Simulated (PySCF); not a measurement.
## Computed properties of MoOCl₄, SMILES [O]=[Mo]([Cl])([Cl])([Cl])[Cl], multiplicity 1

MoOCl4, SMILES [O]=[Mo]([Cl])([Cl])([Cl])[Cl], multiplicity 1. Geometry optimised at PBE0-D3(BJ)/def2-SVP. The multiplicity is an assumed one; other spin states were not compared. The isomer is the one that the SMILES or the coordinates give; other isomers of the formula were not compared. The def2 effective core potentials stand for the cores of Mo; spin–orbit coupling is left out. Other conformers were not sampled. All values are computed for the isolated molecule unless a solvent is named; none is compared with measurement here.

**Structure.** The optimised structure has C3v symmetry. All 12 harmonic modes at PBE0-D3(BJ)/def2-SVP (PySCF) are real, so it is a minimum. With heavy atoms numbered as in [Mo:1](=[O:2])([Cl:3])([Cl:4])([Cl:5])[Cl:6], the shortest bond between them is Mo1–O2 at 1.665 Å and the longest Mo1–Cl3 at 2.376 Å.

**Vibrations.** The strongest infrared lines (harmonic, unscaled, degenerate partners summed) lie at 1043 cm⁻¹ (193 km/mol, O 86 %, Mo 14 %), 431 cm⁻¹ (171 km/mol, Cl 65 %, Mo 34 %), 328 cm⁻¹ (45 km/mol, Cl 87 %, Mo 11 %). The softest mode is at 35 cm⁻¹ and the zero-point energy is 5.3 kcal/mol.

**Electronic structure.** CAM-B3LYP/def2-TZVP (PySCF) places the frontier levels at -10.16 and -3.84 eV, a gap of 6.32 eV, and gives a dipole moment of 1.23 D and a mean polarisability of 100.2 bohr³.

**Excitations.** TDDFT-ωB97X/def2-SVPD (PySCF) has S1 at 2.87 eV (432 nm, f = 0.000, dark); the most intense of the 10 singlets computed lies at 3.34 eV (f = 0.02). Strengths of degenerate partners are summed. T1 (TDA) is at 2.74 eV.
